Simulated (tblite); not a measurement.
Species: C6H6N (doublet state).
Atom-mapped SMILES: `[CH2:1][c:2]1[cH:3][cH:4][cH:5][cH:6][n:7]1` (hydrogens: H8, H9 on C1; H10 on C3; H11 on C4; H12 on C5; H13 on C6)

A start from a force field or distance geometry was refined with GFN2-xTB geometry optimisation, gas phase (tblite 0.8.0). Values at the start:

```csv
coordinate,start
C1–C2,1.520 Å
C1–H8,1.097 Å
C1–H9,1.127 Å
C2–C3,1.364 Å
C2–N7,1.360 Å
C3–C4,1.392 Å
C3–H10,1.095 Å
C4–C5,1.388 Å
C4–H11,1.086 Å
C5–C6,1.376 Å
C5–H12,1.104 Å
C6–N7,1.351 Å
C6–H13,1.081 Å
C1–C2–C3,118.5°
C1–C2–N7,119.0°
C2–C3–C4,119.0°
C2–N7–C6,120.7°
C3–C2–N7,122.4°
C3–C4–C5,116.7°
C4–C5–C6,123.8°
C5–C6–N7,117.4°
```

Q: How do these coordinates change at the GFN2-xTB level?

A: 
| coordinate | GFN2-xTB (Å or °) | change |
| --- | --- | --- |
| C1–C2 | 1.380 | -0.140 |
| C2–C3 | 1.427 | +0.063 |
| C1–H9 | 1.075 | -0.052 |
| C6–N7 | 1.305 | -0.046 |
| C5–H12 | 1.078 | -0.026 |
| C1–H8 | 1.074 | -0.023 |
| C5–C6 | 1.397 | +0.021 |
| C3–C4 | 1.373 | -0.019 |
| C3–H10 | 1.080 | -0.015 |
| C4–C5 | 1.393 | +0.005 |
| C4–H11 | 1.081 | -0.005 |
| C6–H13 | 1.084 | +0.003 |
| C2–N7 | 1.362 | +0.002 |
| C5–C6–N7 | 124.3 | +6.9 |
| C4–C5–C6 | 118.0 | -5.8 |
| C1–C2–C3 | 122.0 | +3.5 |
| C3–C4–C5 | 119.0 | +2.3 |
| C3–C2–N7 | 120.5 | -1.9 |
| C2–N7–C6 | 118.8 | -1.9 |
| C1–C2–N7 | 117.6 | -1.4 |
| C2–C3–C4 | 119.4 | +0.4 |

The energy falls by 121.0 kJ/mol over 49 L-BFGS steps, the largest force on an atom goes from 3.66 to 0.009 eV/Å, and the atoms move by 0.342 Å rms after alignment. The bond that changes most is C1–C2 (ends: carbon bonded to C and 2 H; carbon bonded to 2 C and N), which shortens by 0.140 Å. Bonds longer at the end by more than 0.005 Å: 3 of 13; shorter: 7. Among the dihedrals that turn most is H9–C1–C2–C3, from -83° to 0°. Rotational constants go from 5691, 2785, 1888 to 5752, 2877, 1918 MHz.

On one thread of an Arm Neoverse V2, shared host, this took 0.19 s wall.

Its GFN2-xTB frequencies are all real (lowest 158 cm⁻¹).

The numbers are calculated, not measured.
